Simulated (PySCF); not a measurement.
**Two-component Hartree-Fock for O⁴⁺ (oxygen, charge +4)**

Start: [He] 2s2. Calculated with PySCF 2.14 in x2c-SVPall-2c: generalised Hartree-Fock with the X2C-1e Hamiltonian and a Gaussian nucleus; one run each with spin-orbit coupling (SO) switched off, then screened by Boettger's factors.

| spinor shell | electrons | ε, spin-free (eV) | ε, screened SO (eV) | weight of nominal j (screened SO) | rms radius, screened SO (bohr) |
| --- | --- | --- | --- | --- | --- |
| 1s1/2 | 2 | -671.04 | -671.04 | 1.000 | 0.229 |
| 2s1/2 | 2 | -110.46 | -110.46 | 1.000 | 1.03 |

| quantity | spin-free | screened SO |
| --- | --- | --- |
| E (hartree) | -68.18835 | -68.18835 |
| M_J | 0 | 0 |
| ⟨J²⟩ | 0.000 | 0.000 |
| ⟨L²⟩ | 0.000 | 0.000 |
| ⟨S²⟩ | 0.000 | 0.000 |

Without spin-orbit coupling the j labels of p, d and f shells carry no meaning; the spin-free column gives the mean over the occupied spinors of each nl shell.
